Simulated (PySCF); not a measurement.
Computed shifts of a molecule C3H6O3, PySCF with HF/pcSseg-1, GIAO, gas phase, atoms alike by connectivity averaged where their shifts nearly agree, in ppm (number of nuclei): ¹³C: 164.4 (1), 52.1 (2). ¹H: 3.89 (6). References: ¹³C against TMS (σ = 192.6 ppm); ¹⁷O against H2O (σ = 333.0 ppm); ¹H against TMS (σ = 31.99 ppm), references at their B3LYP-D3(BJ)/def2-TZVP geometries, non-relativistic. The structure is a stationary point at PBE0-D3(BJ)/def2-SVP. The values are those of a single conformer.

Which structure fits?
(A) OCC1OCO1
(B) C1OCOCO1
(C) COC1OCO1
(D) COC(=O)OC

D, COC(=O)OC
